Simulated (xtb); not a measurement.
xtb input (GFN1-xTB):

```bash
xtb mol.xyz --gfn 1 --sp --chrg 0 --uhf 0
```
mol.xyz:
```
3

Si     0.37905529     0.37458605     1.09033515
Cl     1.11439094     1.83057975    -0.21844460
Br    -0.69289771    -1.03897316    -0.33003239
```

End of the output:

```
         :::::::::::::::::::::::::::::::::::::::::::::::::::::
         ::                     SUMMARY                     ::
         :::::::::::::::::::::::::::::::::::::::::::::::::::::
         :: total energy             -10.047597849290 Eh    ::
         :: gradient norm              0.013488172267 Eh/a0 ::
         :: HOMO-LUMO gap              3.128520853613 eV    ::
         ::.................................................::
         :: SCC energy               -10.067267158862 Eh    ::
         :: -> electrostatic           0.008433427591 Eh    ::
         :: repulsion energy           0.020898551835 Eh    ::
         :: dispersion energy         -0.001229242263 Eh    ::
         :: halogen bond corr.         0.000000000000 Eh    ::
         :: add. restraining           0.000000000000 Eh    ::
         :: total charge               0.000000000000 e     ::
         :::::::::::::::::::::::::::::::::::::::::::::::::::::

           -------------------------------------------------
          |                Property Printout                |
           -------------------------------------------------

    * Orbital Energies and Occupations

         #    Occupation            Energy/Eh            Energy/eV
      -------------------------------------------------------------
         1        2.0000           -0.8838435             -24.0506
         2        2.0000           -0.6766594             -18.4128
         3        2.0000           -0.5426929             -14.7674
         4        2.0000           -0.4668459             -12.7035
         5        2.0000           -0.4625746             -12.5873
         6        2.0000           -0.4546603             -12.3719
         7        2.0000           -0.4225883             -11.4992
         8        2.0000           -0.4143315             -11.2745
         9        2.0000           -0.3687976             -10.0355 (HOMO)
        10                         -0.2538266              -6.9070 (LUMO)
        11                         -0.1841836              -5.0119
        12                         -0.1701513              -4.6301
        13                         -0.0777732              -2.1163
        14                         -0.0688928              -1.8747
        15                         -0.0671780              -1.8280
        16                         -0.0543383              -1.4786
Note: The following floating-point exceptions are signalling: IEEE_DENORMAL
normal termination of xtb
        17                         -0.0285421              -0.7767
        18                         -0.0236520              -0.6436
        19                         -0.0143153              -0.3895
        20                         -0.0134029              -0.3647
       ...                                ...                  ...
        27                          0.8080647              21.9886
      -------------------------------------------------------------
                  HL-Gap            0.1149710 Eh            3.1285 eV
             Fermi-level           -0.3113121 Eh           -8.4712 eV

  Mulliken/CM5 charges         n(s)   n(p)   n(d)
     1Si    0.32848  0.23712   1.744  1.317  0.611
     2Cl   -0.20069 -0.16230   1.900  5.299  0.002
     3Br   -0.12778 -0.07482   1.918  5.198  0.012

Wiberg/Mayer (AO) data.
largest (>0.10) Wiberg bond orders for each atom

 ---------------------------------------------------------------------------
     #   Z sym  total        # sym  WBO       # sym  WBO       # sym  WBO
 ---------------------------------------------------------------------------
     1  14 Si   2.799 --     3 Br   1.455     2 Cl   1.344
     2  17 Cl   1.366 --     1 Si   1.344
     3  35 Br   1.477 --     1 Si   1.455
 ---------------------------------------------------------------------------

Topologies differ in total number of bonds
Writing topology from bond orders to xtbtopo.mol

 dipole moment from electron density (au)
     X       Y       Z
   0.0986  -0.0595   1.0206  total (Debye):    2.611

           -------------------------------------------------
          | TOTAL ENERGY              -10.047597849290 Eh   |
          | GRADIENT NORM               0.013488172267 Eh/α |
          | HOMO-LUMO GAP               3.128520853613 eV   |
           -------------------------------------------------

------------------------------------------------------------------------
------------------------------------------------------------------------
 total:
 SCF:
```
